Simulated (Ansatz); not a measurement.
`CCB(C)F` + `CC` → `CBCC` + `CCF` at 400 K and 1 bar (formal exchange of groups at a B–F bond).

Program: Ansatz. Geometries: PBE0-D4/def2-TZVP. ΔE: electronic, gas phase. CCSD(T)/CBS adds triple-zeta CCSD(T) − MP2 to the extrapolated MP2 energy (def2 sets, frozen cores). This one scheme is used for every species. Each species was taken in one conformer, which may not be the lowest.

```json
{"species": "`CCB(C)F`", "CCSD(T)/CBS energy (Eh)": "-243.64137", "H − E (kJ/mol)": "317.8", "S (J/(mol·K))": "385.4"}
{"species": "`CC`", "CCSD(T)/CBS energy (Eh)": "-79.71954", "H − E (kJ/mol)": "213.5", "S (J/(mol·K))": "244.3"}
{"species": "`CBCC`", "CCSD(T)/CBS energy (Eh)": "-144.37049", "H − E (kJ/mol)": "328.2", "S (J/(mol·K))": "357.2"}
{"species": "`CCF`", "CCSD(T)/CBS energy (Eh)": "-178.90141", "H − E (kJ/mol)": "197.7", "S (J/(mol·K))": "282.3"}
```

H − E and S are ideal-gas, rigid-rotor, harmonic terms from PBE0-D4/def2-TZVP, for one conformer and one mirror image of each species. 1 Eh = 2625.50 kJ/mol, R = 8.31446 J/(mol·K).

**Question.** By hand: ΔE, ΔH, ΔS and ΔG.

**Answer.** ΔE = (-144.37049) + (-178.90141) − (-243.64137) − (-79.71954) = 0.08901 Eh = 233.7 kJ/mol. Δ(H − E) = 328.2 + 197.7 − 317.8 − 213.5 = -5.4, so ΔH = 228.3 kJ/mol. ΔS = 357.2 + 282.3 − 385.4 − 244.3 = 9.8 J/(mol·K). ΔG = 228.3 − 400 × (9.8)/1000 = 224.4 kJ/mol.

**Question.** By hand: the equilibrium constant, and the temperature at which ΔG would vanish if ΔH and ΔS stayed fixed.

**Answer.** log₁₀ K = −ΔG/(RT ln 10) = -29.3. ΔG = 0 at ΔH/ΔS = 23296 K, far beyond where these terms or the molecules hold.

The number of gas molecules stays the same, so ΔS is small and ΔH decides. A doubt of 5 kJ/mol in ΔE shifts log₁₀ K by 0.7 here. Other conformers and mirror images would add mixing entropy, several J/(mol·K) or more a flexible species. Modes under 60 cm⁻¹, often nearly free rotors, make the harmonic entropy too high. These are equilibria of isolated gas molecules and say nothing of rates. Largest T1 diagnostic: 0.011 (customary marks: 0.02 for closed shells, 0.045 for open ones).
